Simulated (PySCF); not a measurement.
**Polarisability and C₆ of Ne²⁺ (neon, charge +2)**

[He] 2s2 2p4, high-spin 3P determinant. All numbers are calculated (PySCF 2.14, the non-relativistic Hamiltonian (point nucleus), in dyall-av2z (11s7p2d, 42 functions)). Coupled (time-dependent) response in atomic units; α is the mean over directions. A double-zeta set is small for polarisabilities.

```json
{"method": "UHF", "mean α (bohr³)": "0.8128", "α xx, yy, zz": "0.8870, 0.6645, 0.8870", "C₆ (like pair)": "1.013", "S(−4)": "0.3489"}
{"method": "PBE", "mean α (bohr³)": "0.8434", "α xx, yy, zz": "0.9094, 0.7113, 0.9094", "C₆ (like pair)": "1.073", "S(−4)": "0.3717"}
{"method": "PBE0", "mean α (bohr³)": "0.8323", "α xx, yy, zz": "0.9002, 0.6966, 0.9002", "C₆ (like pair)": "1.053", "S(−4)": "0.3613"}
{"method": "r2SCAN0", "mean α (bohr³)": "0.8352", "α xx, yy, zz": "0.9104, 0.6847, 0.9104", "C₆ (like pair)": "1.061", "S(−4)": "0.3748"}
{"method": "wB97X", "mean α (bohr³)": "0.8394", "α xx, yy, zz": "0.9082, 0.7019, 0.9082", "C₆ (like pair)": "1.065", "S(−4)": "0.3668"}
```

S(−4) is the Cauchy moment in α(ω) = α(0) + S(−4) ω² + …

α(iu) at r2SCAN0:

```json
{"u (hartree)": "0", "α(iu) (bohr³)": "0.8352"}
{"u (hartree)": "0.0500", "α(iu) (bohr³)": "0.8342"}
{"u (hartree)": "0.100", "α(iu) (bohr³)": "0.8315"}
{"u (hartree)": "0.200", "α(iu) (bohr³)": "0.8207"}
{"u (hartree)": "0.300", "α(iu) (bohr³)": "0.8041"}
{"u (hartree)": "0.500", "α(iu) (bohr³)": "0.7590"}
{"u (hartree)": "0.750", "α(iu) (bohr³)": "0.6937"}
{"u (hartree)": "1.00", "α(iu) (bohr³)": "0.6292"}
{"u (hartree)": "1.50", "α(iu) (bohr³)": "0.5153"}
{"u (hartree)": "2.00", "α(iu) (bohr³)": "0.4225"}
{"u (hartree)": "3.00", "α(iu) (bohr³)": "0.2893"}
{"u (hartree)": "5.00", "α(iu) (bohr³)": "0.1524"}
```

A single London oscillator, α(iu) = α/(1 + u²/ω²), gives C₆ = (3/4) ω α². Matching the computed C₆ needs ω = 4 × 1.061 / (3 × 0.8352²) = 2.03 hartree.

For an ion, C₆ is the dispersion term alone; charge-induced terms of lower order in 1/R come first.

The components differ because the open shell of this determinant is not spherical; for a pure term their mean is the scalar polarisability.
